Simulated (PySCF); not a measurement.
Gas-phase reaction: 2 ZrOCl2 + 2 H2O + 2 Cl2 → 2 ZrCl4.H2O + O2

Computed with PySCF (xtb for GFN2) and rigid-rotor harmonic-oscillator thermochemistry at 1 bar. † marks an energy on the PBE0/def2-TZVP geometry and frequencies; other levels use their own. MP2 and CCSD(T) freeze the core. Open shells (unrestricted): O2 (multiplicity 3); the rest are closed-shell singlets. GFN2 has no spin-polarisation term. Zr: scalar-relativistic def2 core potential, no spin-orbit coupling. Adducts (ZrCl4.H2O) have no counterpoise correction, and HF, PBE, BLYP, B3LYP and PBE0 lack dispersion. ZrOCl2, ZrCl4.H2O: computed as isolated molecules; such fragments, hydroxides, amides, oligomers or adducts are transient or little studied in the gas. MP2 isn't extrapolated to the basis-set limit; its ΔH°(298 K) is -739.2 kJ in def2-SVP and -615.9 kJ in def2-TZVPP. CCSD(T) isn't extrapolated to the basis-set limit. The harmonic model lacks anharmonicity and excited electronic states, which grow with temperature; levels with a mode under 35 cm⁻¹ are left out. Soft modes under 120 cm⁻¹ make the harmonic entropy rough for ZrOCl2, ZrCl4.H2O. Warning, large T1 diagnostic: ZrOCl2 (CCSD(T)/def2-SVP†).

```
level               ΔE electronic, kJ  ΔH°(298 K), kJ  ΔS°(298 K), J/K  ΔG°(1200 K), kJ
------------------  -----------------  --------------  ---------------  ---------------
CCSD(T)/def2-SVP†                -797            -779             -415             -312
GFN2-xTB                         -760            -749             -374             -334
M06-2X/def2-TZVP†                -714            -696             -415             -229
MP2/def2-SVP†                    -757            -739             -415             -272
PBE/def2-SVP                     -774            -756             -416             -288
PBE0/def2-QZVP†                  -656            -638             -415             -171
PBE0/def2-SVP†                   -818            -800             -415             -333
PBE0/def2-TZVP                   -678            -660             -415             -193
r2SCAN/def2-TZVP†                -726            -708             -415             -241
ωB97M-V/def2-TZVP†               -694            -676             -415             -209
```
ΔH° is lowest at PBE0/def2-SVP† and highest at PBE0/def2-QZVP†. No reference value is set beside these.
